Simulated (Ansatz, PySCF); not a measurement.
The pair A = NH3 (SMILES N) (first 4 atoms), B = CH4O (SMILES CO); geometry from B3LYP-D3(BJ)/def2-TZVP.
(charge 0, multiplicity 1):
| atom | x (Å) | y (Å) | z (Å) |
|---|---|---|---|
| N | 0.0224 | -0.1236 | 0.0761 |
| H | -0.3449 | -0.9589 | -0.3657 |
| H | -0.3594 | 0.6772 | -0.4145 |
| H | 1.0265 | -0.1189 | -0.0626 |
| C | 0.3185 | 0.0143 | 3.6751 |
| O | -0.8332 | -0.0552 | 2.8639 |
| H | 0.9751 | -0.8574 | 3.5490 |
| H | -0.0073 | 0.0398 | 4.7159 |
| H | 0.9125 | 0.9188 | 3.4858 |
| H | -0.5492 | -0.0777 | 1.9298 |

Cores are frozen in the correlated methods. CBS: X⁻³ extrapolation of the correlation energy, Hartree–Fock from the larger set. MP2 and its Hartree–Fock in aug-cc-pVTZ are density fitted.

Programs: Ansatz (a program for electronic structure) with Gaussian orbitals; PySCF for the dispersion terms. Values without a source in brackets are computed.

The monomers are drawn apart, rigid, along the line of their centres of mass. Counterpoise-corrected interaction energies (kcal/mol):

| level | R = 4.016 Å | R = 4.792 Å |
|---|---|---|
| PBE/def2-TZVPPD | -4.0104 | -1.8038 |
| PBE-D3(BJ)/def2-TZVPPD | -4.3904 | -1.9673 |
| wB97M-V/def2-TZVPPD | -4.0438 | -1.8370 |
| MP2/CBS(aug-cc-pVDZ, aug-cc-pVTZ) + ΔCCSD(T)/aug-cc-pVDZ | -3.9745 | -1.7987 |

**Question.** R is the distance of the centres of mass. Find the local exponent m of E ∝ R⁻ᵐ between the two points.

**Answer.** 
m = ln(E₁/E₂)/ln(R₂/R₁): PBE/def2-TZVPPD 4.5; PBE-D3(BJ)/def2-TZVPPD 4.5; wB97M-V/def2-TZVPPD 4.5; MP2/CBS(aug-cc-pVDZ, aug-cc-pVTZ) + ΔCCSD(T)/aug-cc-pVDZ 4.5. For scale, two fixed dipoles give m = 3, dipole and quadrupole 4, quadrupoles 5, and dispersion or dipole-induced dipole 6 at long range; at these distances several terms mix, and what is left of overlap and damping shifts m, so it need not match one of them.
